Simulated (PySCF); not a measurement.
These 2 structures share the formula C3H7ClOSi. Computed with PBE0-D3(BJ)/def2-SVP geometry optimisation, gas phase (PySCF 2.14.0). Energies are electronic, without zero-point or thermal terms, for one conformer each. No frequencies were run at this level. Point groups hold within 0.08 Å.

Question: Order them by energy at this level, lowest first, and give relative energies in kcal/mol.
A. `[CH3:1]/[CH:2]=[C:3](/[Cl:4])[O:5][SiH3:6]` with C2–C3–O5–Si6 180°
B. `[CH2:1]=[CH:2][CH2:3][O:4][SiH2:5][Cl:6]` with C1–C2–C3–O4 -124°, C2–C3–O4–Si5 -97°, C3–O4–Si5–Cl6 69°

Answer: B (0.0), A (27.6).

```
           SMILES      E (Eh)  E rel (kcal/mol)  dipole (D)  point group      A, B, C (MHz)
    C=CCO[SiH2]Cl  -942.62927               0.0        1.51           C1  3949, 1237, 982.8
C/C=C(/Cl)O[SiH3]  -942.58533              27.6        0.62           Cs   2843, 1719, 1092
```

How do the relative energies change in single points at B3LYP/pcSseg-1 (no added dispersion term) on the same geometries?

| SMILES | PBE0-D3(BJ)/def2-SVP (kcal/mol) | B3LYP/pcSseg-1 (kcal/mol) | shift |
| --- | --- | --- | --- |
| C=CCO[SiH2]Cl | 0.0 | 0.0 | 0.0 |
| C/C=C(/Cl)O[SiH3] | 27.6 | 30.7 | +3.1 |

Each column counts from its own lowest isomer. The order is unchanged; the largest shift is 3.1 kcal/mol.
